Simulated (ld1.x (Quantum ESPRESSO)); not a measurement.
# C (Z = 6): one change to a PAW potential, before and after

| Quantity | Value |
| --- | --- |
| Element | carbon (C) |
| Generator | ld1.x (Quantum ESPRESSO) 7.5 |
| Type | PAW |
| Functional | Wu–Cohen |
| Relativity | scalar-relativistic |
| Frozen core | [He] |
| Valence charge | 4 |
| Reference configuration | 2s2 2p2 |
| Partial waves | 2s (bound): rcut 0.70, rcutus 0.95 bohr; 2s channel at 2.8 Ry: rcut 0.70, rcutus 0.95 bohr; 2p (bound): rcut 1.90, rcutus 2.10 bohr; 2p channel at 0.05 Ry: rcut 1.90, rcutus 2.10 bohr |
| Local potential | all-electron potential smoothed inside 1.10 bohr (lloc = -1) |
| Core correction | a·sin(br)/r model core, default radius (core density twice the valence density) |
| Augmentation charge | PSQ, inside the norm-conserving radii |

Change: local potential all-electron potential smoothed inside 2.14 bohr (lloc = -1).

Cutoffs: the cutoffs (Ry, on a coarse ladder) from which the occupation-weighted sum of valence levels, in a spherical-Bessel basis at the reference potential, stays within 10 and 1 mRy of its value at 400 Ry; they do not see the model core or the augmentation charge, which bear on the density cutoff. Errors are all-electron minus pseudo energies relative to the spin-unpolarised reference configuration.

Q: Predict the effect on cutoff, ghosts and configuration errors.

A: The potential gets neither clearly harder nor softer (35 Ry and 45 Ry → 35 Ry and 45 Ry); of the 7 tests that both files solve, the error grows in 1 and shrinks in 2 by more than 15 % and 0.3 meV (median size 1.5 → 0.9 meV); neither file shows a bound ghost.

```csv
quantity,base,changed
"cutoff, loose",35 Ry,35 Ry
"cutoff, tight",45 Ry,45 Ry
bound ghosts,none,none
"error for 2s2 2p1, meV [ΔE 10.82 eV]",-0.6,-0.6
"error for 2s2 2p0, meV [ΔE 34.89 eV]",-2.4,-3.0
"error for 2s1 2p0, meV [ΔE 82.93 eV]",-18,-17
"error for 2s1 2p3, meV [ΔE 8.43 eV]",-0.5,-0.4
"error for 2s1 2p2, meV [ΔE 19.53 eV]",-1.5,-0.9
"error for 2s0 2p4, meV [ΔE 16.88 eV]",-2.1,-1.7
"error for 2s2 2p1.5, meV [ΔE 3.94 eV]",-0.1,-0.2
lowest overlap eigenvalue by channel,"s 0.57, p 0.94","s 0.39, p 0.94"
```
